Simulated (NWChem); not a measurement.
System: CHBr2Cl; SMILES ClC(Br)Br

Output (shortened):

```
             Northwest Computational Chemistry Package (NWChem) 7.3.0
             --------------------------------------------------------

                             Geometry "geometry" -> ""
                             -------------------------

 Output coordinates in angstroms (scale by  1.889725989 to convert to a.u.)

  No.       Tag          Charge          X              Y              Z
 ---- ---------------- ---------- -------------- -------------- --------------
    1 Cl                  17.0000     2.08468100    -0.09249100     0.00000000
    2 C                    6.0000     0.41697500     0.50227800     0.00000000
    3 Br                  35.0000    -0.54441400    -0.03371800     1.61508800
    4 Br                  35.0000    -0.54441400    -0.03371800    -1.61508800
    5 H                    1.0000     0.43716100     1.60397500     0.00000000

 Effective nuclear repulsion energy (a.u.)     570.4297649140

                                 NWChem DFT Module
                                 -----------------

 Summary of "ao basis" -> "ao basis" (spherical)
 ------------------------------------------------------------------------------
       Tag                 Description            Shells   Functions and Types
 ---------------- ------------------------------  ------  ---------------------
 Cl                          6-31g*                  8       18   4s3p1d
 C                           6-31g*                  6       14   3s2p1d
 Br                          6-31g*                 12       32   5s4p3d
 H                           6-31g*                  2        2   2s

 in cosmo_initialize ...
 calling solv_data for solv:propnol2

 solvent parameters
 solvname_short: propnol2
 solvname_long:  2-propanol
 dielec:       19.2640
 dielecinf:     1.8978
 nonaqueous SMD model solvent descriptors
 dielec:       19.2640
 sola:          0.3300
 solb:          0.5600
 solc:          0.0000
 solg:         30.1300
 solh:          0.0000
 soln:          1.3776

          ---------------
          -cosmo- solvent
          ---------------
 Cosmo: York-Karplus, doi: 10.1021/jp992097l
 dielectric constant -eps-     =  19.26
 screen = (eps-1)/(eps    )    =   0.94809
 surface charge correction     = lagrangian

   van der Waals surface
 --------------------------

[...]

                                COSMO-SMD solvation results
                                ---------------------------

             internal energy in gas <Psi(g)|H|Psi(g)> =     -5646.576461365816
         internal energy in solvent <Psi(s)|H|Psi(s)> =     -5646.576056181732
                               delta internal energy  =         0.000405184083 (    0.25 kcal/mol)
   total free energy in solvent <Psi(s)|H+V/2|Psi(s)> =     -5646.579575219289
 polarization energy contribution <Psi(s)|V/2|Psi(s)> =        -0.003519037557 (   -2.21 kcal/mol)
    total free energy in solvent including G(SMD-CDS) =     -5646.586416000836
                       G(SMD-CDS) energy contribution =        -0.006840781547 (   -4.29 kcal/mol)
     1 M fixed-concentration free energy of solvation =        -0.009954635020 (   -6.25 kcal/mol)

                       DFT Final Molecular Orbital Analysis
                       ------------------------------------

 Vector   45  Occ=2.000000D+00  E=-3.647529D-01
              MO Center= -3.7D-01,  3.0D-02,  2.2D-03, r^2= 4.1D+00
   Bfn.  Coefficient  Atom+Function         Bfn.  Coefficient  Atom+Function
  ----- ------------  ---------------      ----- ------------  ---------------
    44      0.521543  3 Br py                76      0.520776  4 Br py
    48      0.235441  3 Br py                80      0.235090  4 Br py
    40     -0.232029  3 Br py                72     -0.231687  4 Br py
    22     -0.159373  2 C  py                98     -0.159827  5 H  s
    97     -0.135124  5 H  s                  7     -0.113427  1 Cl px

 Vector   46  Occ=2.000000D+00  E=-3.646729D-01
              MO Center= -2.2D-01,  9.2D-04, -2.2D-03, r^2= 4.5D+00
   Bfn.  Coefficient  Atom+Function         Bfn.  Coefficient  Atom+Function
  ----- ------------  ---------------      ----- ------------  ---------------
    44      0.457287  3 Br py                76     -0.458158  4 Br py
     9      0.274336  1 Cl pz                48      0.209590  3 Br py
    80     -0.209983  4 Br py                40     -0.203680  3 Br py
    72      0.204067  4 Br py                45      0.201057  3 Br pz
    77      0.201078  4 Br pz                43     -0.195893  3 Br px

 Vector   47  Occ=2.000000D+00  E=-3.506424D-01
              MO Center= -3.5D-01, -2.6D-02,  6.3D-07, r^2= 4.4D+00
   Bfn.  Coefficient  Atom+Function         Bfn.  Coefficient  Atom+Function
  ----- ------------  ---------------      ----- ------------  ---------------
    43      0.419497  3 Br px                75     -0.419499  4 Br px
    45      0.371413  3 Br pz                77      0.371412  4 Br pz
     9     -0.214423  1 Cl pz                47      0.190058  3 Br px
    79     -0.190059  4 Br px                39     -0.185991  3 Br px
    71      0.185992  4 Br px                41     -0.163614  3 Br pz

 Vector   48  Occ=0.000000D+00  E=-3.353149D-02
              MO Center= -6.1D-02,  2.3D-02,  2.5D-06, r^2= 4.5D+00
   Bfn.  Coefficient  Atom+Function         Bfn.  Coefficient  Atom+Function
  ----- ------------  ---------------      ----- ------------  ---------------
    24      1.142220  2 C  s                 49      0.414318  3 Br pz
    81     -0.414318  4 Br pz                45      0.335403  3 Br pz
    77     -0.335402  4 Br pz                26     -0.332310  2 C  py
    11      0.285441  1 Cl px                20      0.270300  2 C  s
    46     -0.246063  3 Br s                 78     -0.246063  4 Br s

[...]
```

Level: M06-2X/6-31G* (spherical d), SMD on the gas-phase geometry. All runs use the structure optimised with PBE-D3(BJ)/def2-SVP. Solvent: 2-propanol.

**Question.** Which NWChem input produces such a log?

**Answer.** This is not unique; one that fits is the input that was run:
```
start job
memory heap 200 mb stack 900 mb global 1100 mb
geometry units angstroms noautosym nocenter noautoz
  Cl     2.084681    -0.092491     0.000000
  C      0.416975     0.502278     0.000000
  Br    -0.544414    -0.033718     1.615088
  Br    -0.544414    -0.033718    -1.615088
  H      0.437161     1.603975     0.000000
end
basis spherical
  Cl library 6-31g*
  C library 6-31g*
  Br library 6-31g*
  H library 6-31g*
end
dft
  xc m06-2x
  iterations 150
end
cosmo
  do_cosmo_smd true
  solvent propnol2
end
task dft energy
```
